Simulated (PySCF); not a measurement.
## Frontier levels across methods

Species: CH5F3OSi2.
Structure used (PBE0-D3(BJ)/def2-SVP), in Å, numbered top down from 1:
```xyz
12
CH5F3OSi2 angstrom
F     -2.1569    0.4163   -0.7374
C     -1.7058    0.0259    0.4633
F     -2.7540   -0.4442    1.1535
F     -1.2705    1.1321    1.0967
Si    -0.2866   -1.2731    0.3120
O      0.9640   -0.5387   -0.4609
Si     1.8021    0.8819   -0.7042
H      0.0783   -1.6843    1.6945
H     -0.7910   -2.4196   -0.4851
H      0.9059    1.8947   -1.3315
H      2.9443    0.5808   -1.6096
H      2.3095    1.4002    0.5995
```

Basis pcSseg-1 throughout (PySCF), one geometry. The structure is a single PBE0-D3(BJ)/def2-SVP conformer in the gas phase; no vibrational or solvent corrections.

Question: How do the orbital energies, the gap and the dipole change with the method?

Answer: 
| method | kind | HOMO (eV) | LUMO (eV) | gap (eV) | μ (D) | SCF cycles |
| --- | --- | --- | --- | --- | --- | --- |
| B97-D | GGA | -7.53 | -0.98 | 6.55 | 1.52 | 15 |
| KT2 | GGA | -7.57 | -1.39 | 6.18 | 1.54 | 15 |
| BP86 | GGA | -7.59 | -1.22 | 6.37 | 1.48 | 15 |
| B97-2 | global hybrid | -8.76 | -0.26 | 8.50 | 1.66 | 14 |
| B3LYP | global hybrid | -8.78 | -0.47 | 8.30 | 1.66 | 13 |
| PBE0 | global hybrid | -9.00 | -0.29 | 8.71 | 1.66 | 13 |
| mPW1PW91 | global hybrid | -9.05 | -0.27 | 8.78 | 1.68 | 13 |
| LC-wPBE | range-separated hybrid | -11.73 | 2.01 | 13.75 | 1.69 | 14 |

The HOMO spans 4.20 eV, from B97-D down to LC-wPBE, and the gap runs from 6.18 eV (KT2) to 13.75 eV (LC-wPBE). Over the methods B97-D (0 %), KT2 (0 %), BP86 (0 %), B97-2 (21 %), B3LYP (20 %), PBE0 (25 %), mPW1PW91 (25 %), a straight line through the gap against the share of exact exchange rises by 0.97 eV for each 10 % (correlation coefficient 0.995). The dipole ranges from 1.48 D (BP86) to 1.69 D (LC-wPBE). This basis has no diffuse functions.
